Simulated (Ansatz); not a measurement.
Cl2H5NSi2 can be A, `N[Si]([SiH3])(Cl)Cl`, or B, `Cl[SiH2]N[SiH2]Cl`.

Program: Ansatz. Geometries: PBE0-D4/def2-TZVP. ΔE: electronic, gas phase. CBS: MP2 limit from def2 TZ/QZ plus the TZ coupled-cluster correction, frozen cores. Functionals use def2-TZVPP. One conformer a species, not always the lowest.

Task: Which is lower in electronic energy at CCSD(T)/CBS, and by how much? (An estimate is asked.)

Result: The calculation gave: B, by 62.1 kJ/mol.

Task: Give E(B) − E(A) in kJ/mol with PBE0-D4, ωB97M-V, MP2/def2-TZVPP, CCSD(T)/def2-SVP, LDA (SPW92), HF/def2-TZVPP, CCSD(T)/def2-TZVPP. (An estimate is asked.)

Result: The calculation gave: PBE0-D4 -46.2, ωB97M-V -62.7, MP2/def2-TZVPP -68.9, CCSD(T)/def2-SVP -61.6, LDA (SPW92) -40.8, HF/def2-TZVPP -82.3, CCSD(T)/def2-TZVPP -63.6. None reverses the order clearly.

Task: Does the order hold for the free energy at 298.15 K (harmonic terms from PBE0-D4)? (An estimate is asked.)

Result: Computed: Yes: G(B) − G(A) = -62.0 kJ/mol, for one conformer each. Modes under 60 cm⁻¹, often nearly free rotors, make the harmonic entropy too high.

Largest T1 diagnostic: 0.011.

From PBE to PBE0 (25 % exact exchange), in def2-TZVPP and without D4, E(B) − E(A) moves by −7.5 kJ/mol. In def2-TZVPP, CCSD(T) changes the Hartree–Fock value by +18.7 kJ/mol (the triples alone add +3.0 kJ/mol) and MP2 by +13.5 kJ/mol.
